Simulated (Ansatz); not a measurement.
Geometry optimisation, RKS B3LYP-D4/def2-SVPD in Ansatz.

input.yaml

```yaml
crystal:
  periodic: [false, false, false]
  atoms:
    - { symbol: Sn, position_ang: [-0.036667, 0.156811, -1.064333] }
    - { symbol: O, position_ang: [1.322842, 0.171143, 1.771271] }
    - { symbol: H, position_ang: [0.945795, -0.572647, 2.26022] }
    - { symbol: H, position_ang: [1.924131, -0.228677, 1.10227] }
    - { symbol: H, position_ang: [-1.31669, 1.337056, -0.681857] }
    - { symbol: H, position_ang: [-0.949711, -1.145086, -0.237071] }
basis:
  gaussian: { orbitals: def2-SVPD }
hamiltonian:
  xc: b3lyp
  dispersion: d4
relax:
  f_tol: 0.03
  max_steps: 50
```

Run as:

```bash
$ ansatz run input.yaml --threads 2 --pin off --max-ram 3072MiB --backend cpu --events-out ev --progress --plain --runs-dir out
```

Task: Where does it end, and by what steps?

Result: It converged. The force dipped under the threshold on the way, but the program's further checks kept it going. After 18 steps the energy has fallen by 0.317 eV; H3 moved furthest, 0.95 Å. Joined: Sn1–O2.

| step | energy less start (eV) | largest force component (eV/Å) | accepted |
| --- | --- | --- | --- |
| 0 | 0.0000 | 0.955 | yes |
| 1 | -0.0617 | 1.669 | yes |
| 2 | -0.0910 | 2.592 | yes |
| 3 | -0.2404 | 1.373 | yes |
| 4 | -0.3008 | 0.233 | yes |
| 5 | -0.3073 | 0.077 | yes |
| 6 | -0.3102 | 0.018 | yes |
| 7 | -0.2832 | 0.997 | no |
| 8 | -0.3108 | 0.042 | yes |
| 9 | -0.3109 | 0.215 | yes |
| 10 | -0.3118 | 0.088 | yes |
| 11 | -0.3141 | 0.008 | yes |
| 12 | -0.2851 | 0.931 | no |
| 13 | -0.3146 | 0.058 | yes |
| 14 | -0.3147 | 0.152 | yes |
| 15 | -0.3157 | 0.069 | yes |
| 16 | -0.3155 | 0.130 | no |
| 17 | -0.3159 | 0.023 | yes |
| 18 | -0.3166 | 0.022 | yes |

```xyz
6
Properties=species:S:1:pos:R:3
Sn 0.019 0.176 -0.974
O 1.283 0.180 1.193
H 0.598 0.218 1.874
H 1.795 -0.622 1.364
H -1.125 1.126 0.035
H -0.679 -1.359 -0.341
```

Run time: 21 s on 2 threads of Intel(R) Xeon(R) 6975P-C (Granite Rapids) (shared host), peak memory 0.19 GiB.
